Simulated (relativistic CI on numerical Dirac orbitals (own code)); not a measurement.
## Hyperfine structure of Ga12+, mass number 69

Calculated at this level of theory: Dirac-Coulomb-Breit CI, KLI orbitals optimised for each configuration, model QED, unscaled Slater integrals (own radial code, finite nucleus).

CI space (outside the closed core [Ne]): 3s2 3p6 3d, 3s2 3p5 3d2, 3s 3p6 3d2, 3s2 3p6 4s, 3s2 3p6 4p, 3s2 3p6 4d, 3s2 3p6 4f, 3s2 3p5 3d 4s, 3s2 3p6 5s, 3s2 3p5 3d 4p, 3s2 3p6 5p, 3p6 3d3, 3p5 3d4. Double excitations out of closed p, d and f shells are left out; levels of such configurations are missing from the list, as are those of other unlisted configurations, and high levels can miss mixing partners. These lack a partner that the ground configuration has and come out too high: 3s2 3p5 3d 4s, 3s2 3p5 3d 4p.

Nuclear spin I = 3/2, μ = 2.01502 μN, Q = 0.171 b (tables of Stone and Pyykkö). The electronic factors are computed for point nuclear moments, without core polarisation or the Bohr-Weisskopf and QED corrections.

| Level | E (cm⁻¹) | A (MHz) | B (MHz) |
| --- | --- | --- | --- |
| 3s2 3p6 3d 2D_3/2 | 0 | 4442 | 337 |
| 3s2 3p6 3d 2D_5/2 | 6208 | 1916 | 471 |
| 3s2 3p5 3d2 4D°_1/2 | 546874 | 3383 |  |
| 3s2 3p5 3d2 4D°_3/2 | 549353 | 2701 | 184 |
| 3s2 3p5 3d2 4D°_5/2 | 553513 | 1857 | -54.5 |
| 3s2 3p5 3d2 4D°_7/2 | 559611 | 1192 | -595 |
| 3s2 3p5 3d2 4G°_11/2 | 579839 | 4239 | -2220 |
| 3s2 3p5 3d2 4G°_9/2 | 581447 | 5263 | -2310 |

Levels with J = 0, under 50 % of one LS term, or S terms without an open s electron are left out. Small factors come from cancelling terms and can be off by tens of per cent or more.

At this charge energies of transitions that change n are usually good to better than 1 %, and those within a shell (Δn = 0) to a few per cent.

(1) Give the hyperfine levels of 3s2 3p6 3d 2D_3/2 relative to its centre of gravity.

## Answers

(1) With K = F(F + 1) − I(I + 1) − J(J + 1), E = AK/2 + B[¾K(K + 1) − I(I + 1)J(J + 1)]/[2I(2I − 1)J(2J − 1)]: F = 0: -16240, F = 1: -12130, F = 2: -3585, F = 3: 10080 MHz.

LS names give the leading component of a level, which can be under half, so a name can repeat, a term be missing and a line seem to break the LS rules.
